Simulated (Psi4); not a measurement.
Input for Psi4: SAPT0/aug-cc-pVDZ on Ge2H8 (a complex).

```
memory 2025 MB

molecule dimer {
0 1
Ge    0.10619029    0.02771487    0.00369920
H    -0.24516692    1.45435130    0.44958240
H    -1.00348359   -0.93383224    0.45258827
H     1.43439169   -0.39354651    0.64888922
H     0.23962156   -0.01694436   -1.52573326
--
0 1
Ge   -0.10624298   -0.02775185    4.09629202
H     0.30290486   -1.43114426    3.62678277
H    -1.44802948    0.35202098    3.45346545
H     0.96587978    0.98481543    3.66860714
H    -0.24621391   -0.01563516    5.62574801
units angstrom
symmetry c1
no_reorient
no_com
}

set {
  basis aug-cc-pVDZ
  scf_type df
  freeze_core true
}

energy('sapt0')
```

It printed:

```
[...]
==> Input File <==

--------------------------------------------------------------------------
memory 2025 MB

molecule dimer {
0 1
Ge    0.10619029    0.02771487    0.00369920
H    -0.24516692    1.45435130    0.44958240
H    -1.00348359   -0.93383224    0.45258827
H     1.43439169   -0.39354651    0.64888922
H     0.23962156   -0.01694436   -1.52573326
--
0 1
Ge   -0.10624298   -0.02775185    4.09629202
H     0.30290486   -1.43114426    3.62678277
H    -1.44802948    0.35202098    3.45346545
H     0.96587978    0.98481543    3.66860714
H    -0.24621391   -0.01563516    5.62574801
units angstrom
symmetry c1
no_reorient
no_com
}

set {
  basis aug-cc-pVDZ
  scf_type df
  freeze_core true
}

energy('sapt0')
--------------------------------------------------------------------------


   => Loading Basis Set <=

    Name: AUG-CC-PVDZ
    Role: ORBITAL
    Keyword: BASIS
    atoms 1, 6      entry GE         line  2999 file aug-cc-pvdz.gbs
    atoms 2-5, 7-10 entry H          line    40 file aug-cc-pvdz.gbs

   => Loading Basis Set <=

    Name: AUG-CC-PVDZ
    Role: ORBITAL
    Keyword: BASIS
    atoms 1, 6      entry GE         line  2999 file aug-cc-pvdz.gbs
    atoms 2-5, 7-10 entry H          line    40 file aug-cc-pvdz.gbs


  //>>>>>>>>>>>>>>>>>>>>>>>>>>>>>>>>>>>//
  //              Dimer HF             //
  //<<<<<<<<<<<<<<<<<<<<<<<<<<<<<<<<<<<//

   => Libint2 <=

    Primary   basis highest AM E, G, H:  7, 6, 3
    Auxiliary basis highest AM E, G, H:  7, 7, 4
    Onebody   basis highest AM E, G, H:  -, -, -
    Solid Harmonics ordering:            Gaussian


   => Loading Basis Set <=

    Name: AUG-CC-PVDZ
    Role: ORBITAL
    Keyword: BASIS
    atoms 1, 6      entry GE         line  2999 file aug-cc-pvdz.gbs
    atoms 2-5, 7-10 entry H          line    40 file aug-cc-pvdz.gbs


         ---------------------------------------------------------
                                   SCF
               by Justin Turney, Rob Parrish, Andy Simmonett
                          and Daniel G. A. Smith
                              RHF Reference
                        1 Threads,   1931 MiB Core
         ---------------------------------------------------------

  ==> Geometry <==

    Molecular point group: c1
    Full point group: C1

    Geometry (in Angstrom), charge = 0, multiplicity = 1:

       Center              X                  Y                   Z               Mass
    ------------   -----------------  -----------------  -----------------  -----------------
         GE           0.106190290000     0.027714870000     0.003699200000    73.921177761000
         H           -0.245166920000     1.454351300000     0.449582400000     1.007825032230
         H           -1.003483590000    -0.933832240000     0.452588270000     1.007825032230
         H            1.434391690000    -0.393546510000     0.648889220000     1.007825032230
         H            0.239621560000    -0.016944360000    -1.525733260000     1.007825032230
         GE          -0.106242980000    -0.027751850000     4.096292020000    73.921177761000
         H            0.302904860000    -1.431144260000     3.626782770000     1.007825032230
         H           -1.448029480000     0.352020980000     3.453465450000     1.007825032230
         H            0.965879780000     0.984815430000     3.668607140000     1.007825032230
         H           -0.246213910000    -0.015635160000     5.625748010000     1.007825032230

  Running in c1 symmetry.

  Rotational constants: A =      1.24043  B =      0.01276  C =      0.01275 [cm^-1]
  Rotational constants: A =  37187.03010  B =    382.41295  C =    382.14230 [MHz]
  Nuclear repulsion =  257.262355582424050

  Charge       = 0
  Multiplicity = 1
  Electrons    = 72
  Nalpha       = 36
  Nbeta        = 36

  ==> Algorithm <==

  SCF Algorithm Type is DF.
  DIIS enabled.
  MOM disabled.
  Fractional occupation disabled.
  Guess Type is SAD.
  Energy threshold   = 1.00e-08
  Density threshold  = 1.00e-08
  Integral threshold = 1.00e-12

  ==> Primary Basis <==

  Basis Set: AUG-CC-PVDZ
    Blend: AUG-CC-PVDZ
    Number of shells: 68
    Number of basis functions: 144
    Number of Cartesian functions: 150
    Spherical Harmonics?: true
    Max angular momentum: 2

   => Loading Basis Set <=

    Name: (AUG-CC-PVDZ AUX)
    Role: JKFIT
    Keyword: DF_BASIS_SCF
    atoms 1, 6      entry GE         line  1047 file aug-cc-pvdz-jkfit.gbs
    atoms 2-5, 7-10 entry H          line    70 file aug-cc-pvdz-jkfit.gbs

  ==> Integral Setup <==

  DFHelper Memory: AOs need 0.105 GiB; user supplied 1.414 GiB.
  SCF_SUBTYPE=INCORE selected. In-core MEM_DF algorithm will be used.
  Using in-core AOs.

  ==> MemDFJK: Density-Fitted J/K Matrices <==

    J tasked:                   Yes
    K tasked:                   Yes
    wK tasked:                   No
    OpenMP threads:               1
    Algorithm:                 Core
    Schwarz Cutoff:           1E-12
    Mask sparsity (%):       1.2924
    Fit
[...]
85
     127A      2.456514   128A      2.749085   129A      2.749616
     130A      2.838620   131A      4.292715   132A      8.893149
     133A      8.893320   134A      8.908804   135A     16.154612
     136A     16.156670   137A     16.234361   138A     16.235576
     139A     16.408424   140A     33.136016   141A    109.439538
     142A    109.439861   143A    109.459709   144A    580.985102

    Final Occupation by Irrep:
              A
    DOCC [    18 ]
    NA   [    18 ]
    NB   [    18 ]

  @DF-RHF Final Energy: -2077.11570573013751

   => Energetics <=

    Nuclear Repulsion Energy =             45.3768280748591621
    One-Electron Energy =               -2986.3515408818398100
    Two-Electron Energy =                 863.8590070768431133
    Total Energy =                      -2077.1157057301375062

Computation Completed


Properties will be evaluated at   0.000000,   0.000000,   0.000000 [a0]

Properties computed using the SCF density matrix


 Multipole Moments:

 ------------------------------------------------------------------------------------
     Multipole            Electronic (a.u.)      Nuclear  (a.u.)        Total (a.u.)
 ------------------------------------------------------------------------------------

 L = 1.  Multiply by 2.5417464519 to convert [e a0] to [Debye]
 Dipole X            :          7.2288730           -7.2286448            0.0002282
 Dipole Y            :          1.8855168           -1.8859508           -0.0004341
 Dipole Z            :       -278.6474450          278.6513573            0.0039123
 Magnitude           :                                                    0.0039429

 ------------------------------------------------------------------------------------

  Constructing Basis Sets for SAPT...

   => Loading Basis Set <=

    Name: (AUG-CC-PVDZ AUX)
    Role: RIFIT
    Keyword: DF_BASIS_SAPT
    atoms 1, 6      entry GE         line   760 file aug-cc-pvdz-ri.gbs
    atoms 2-5, 7-10 entry H          line    30 file aug-cc-pvdz-ri.gbs

   => Loading Basis Set <=

    Name: (AUG-CC-PVDZ AUX)
    Role: JKFIT
    Keyword: DF_BASIS_ELST
    atoms 1, 6      entry GE         line  1047 file aug-cc-pvdz-jkfit.gbs
    atoms 2-5, 7-10 entry H          line    70 file aug-cc-pvdz-jkfit.gbs


  //>>>>>>>>>>>>>>>>>>>>>>>>>>>>>>>>>>>//
  //               SAPT0               //
  //<<<<<<<<<<<<<<<<<<<<<<<<<<<<<<<<<<<//



        SAPT0
    Ed Hohenstein
     6 June 2009

      Orbital Information
  --------------------------
    NSO        =       144
    NMO        =       144
    NRI        =       444
    NRI (Elst) =       644
    NOCC A     =        18
    NOCC B     =        18
    FOCC A     =         9
    FOCC B     =         9
    NVIR A     =       126
    NVIR B     =       126

    Elst10,r            =    -0.000139994800 [Eh]
    Exch10              =     0.001983123851 [Eh]
    Exch10 (S^2)        =     0.001981104782 [Eh]

    Maxiter = 50
    CPHF R converge = 1.000000E-08

    Iter     Energy [mEh]          dE [mEh]         Residual      Time [s]
       1      -0.31314296       0.313142961     1.834664e-03             0
       2      -0.36649304       0.053350080     2.157622e-04             0
       3      -0.36505711      -0.001435928     4.725085e-05             0
       4      -0.36501482      -0.000042290     1.166474e-05             0
       5      -0.36505817       0.000043346     2.149989e-06             0
       6      -0.36505858       0.000000407     3.625719e-07             0
       7      -0.36505665      -0.000001925     7.684932e-08             0
       8      -0.36505711       0.000000454     1.307198e-08             0
       9      -0.36505705      -0.000000055     1.525281e-09             0

    CHF Iterations converged

    Maxiter = 50
    CPHF R converge = 1.000000E-08

    Iter     Energy [mEh]          dE [mEh]         Residual      Time [s]
       1      -0.31097524       0.310975244     1.827209e-03             0
       2      -0.36390413       0.052928889     2.144093e-04             0
       3      -0.36248583      -0.001418302     4.682732e-05             0
       4      -0.36244272      -0.000043115     1.144131e-05             0
       5      -0.36248497       0.000042258     2.079057e-06             0
       6      -0.36248553       0.000000554     3.448933e-07             0
       7      -0.36248367      -0.000001856     7.420540e-08             1
       8      -0.36248411       0.000000436     1.288502e-08             1
       9      -0.36248405      -0.000000054     1.514040e-09             1

    CHF Iterations converged

    Ind20,r (A<-B)      =    -0.000365057051 [Eh]
    Ind20,r (B<-A)      =    -0.000362484053 [Eh]
    Ind20,r             =    -0.000727541103 [Eh]
    Exch-Ind20,r (A<-B) =     0.000322572713 [Eh]
    Exch-Ind20,r (B<-A) =     0.000320195058 [Eh]
    Exch-Ind20,r        =     0.000642767771 [Eh]
    Disp20              =    -0.002653945230 [Eh]
    Disp20 (SS)         =    -0.001326972615 [Eh]
    Disp20 (OS)         =    -0.001326972615 [Eh]
    Exch-Disp20         =     0.000179351961 [Eh]
    Exch-Disp20 (SS)    =     0.000123033695 [Eh]
    Exch-Disp20 (OS)    =     0.000056318267 [Eh]

    SAPT Results
  --------------------------------------------------------------------------------------------------------
    Electrostatics                 -0.13999480 [mEh]      -0.08784806 [kcal/mol]      -0.36755630 [kJ/mol]
      Elst10,r                     -0.13999480 [mEh]      -0.08784806 [kcal/mol]      -0.36755630 [kJ/mol]

    Exchange                        1.98312385 [mEh]       1.24442900 [kcal/mol]       5.20669095 [kJ/mol]
      Exch10                        1.98312385 [mEh]       1.24442900 [kcal/mol]       5.20669095 [kJ/mol]
      Exch10(S^2)                   1.98110478 [mEh]       1.24316202 [kcal/mol]       5.20138989 [kJ/mol]

    Induction                      -0.20779400 [mEh]      -0.13039270 [kcal/mol]      -0.54556308 [kJ/mol]
      Ind20,r                      -0.72754110 [mEh]      -0.45653893 [kcal/mol]      -1.91015890 [kJ/mol]
      Exch-Ind20,r                  0.64276777 [mEh]       0.40334287 [kcal/mol]       1.68758655 [kJ/mol]
      delta HF,r (2)               -0.12302067 [mEh]      -0.07719664 [kcal/mol]      -0.32299072 [kJ/mol]

    Dispersion                     -2.47459327 [mEh]      -1.55283072 [kcal/mol]      -6.49704373 [kJ/mol]
      Disp20                       -2.65394523 [mEh]      -1.66537577 [kcal/mol]      -6.96793224 [kJ/mol]
      Exch-Disp20                   0.17935196 [mEh]       0.11254505 [kcal/mol]       0.47088851 [kJ/mol]
      Disp20 (SS)                  -1.32697262 [mEh]      -0.83268789 [kcal/mol]      -3.48396612 [kJ/mol]
      Disp20 (OS)                  -1.32697262 [mEh]      -0.83268789 [kcal/mol]      -3.48396612 [kJ/mol]
      Exch-Disp20 (SS)              0.12303369 [mEh]       0.07720481 [kcal/mol]       0.32302492 [kJ/mol]
      Exch-Disp20 (OS)              0.05631827 [mEh]       0.03534025 [kcal/mol]       0.14786359 [kJ/mol]

  Total HF                          1.63533505 [mEh]       1.02618824 [kcal/mol]       4.29357158 [kJ/mol]
  Total SAPT0                      -0.83925822 [mEh]      -0.52664248 [kcal/mol]      -2.20347215 [kJ/mol]

  Special recipe for scaled SAPT0 (see Manual):
    Electrostatics sSAPT0          -0.13999480 [mEh]      -0.08784806 [kcal/mol]      -0.36755630 [kJ/mol]
    Exchange sSAPT0                 1.98312385 [mEh]       1.24442900 [kcal/mol]       5.20669095 [kJ/mol]
    Induction sSAPT0               -0.20582674 [mEh]      -0.12915823 [kcal/mol]      -0.54039804 [kJ/mol]
    Dispersion sSAPT0              -2.47404434 [mEh]      -1.55248626 [kcal/mol]      -6.49560253 [kJ/mol]
  Total sSAPT0                     -0.83674203 [mEh]      -0.52506355 [kcal/mol]      -2.19686591 [kJ/mol]
  --------------------------------------------------------------------------------------------------------



*** Psi4 exiting successfully. Buy a developer a beer!
```

The run finished.

Cost: around 24 core-seconds (rough).
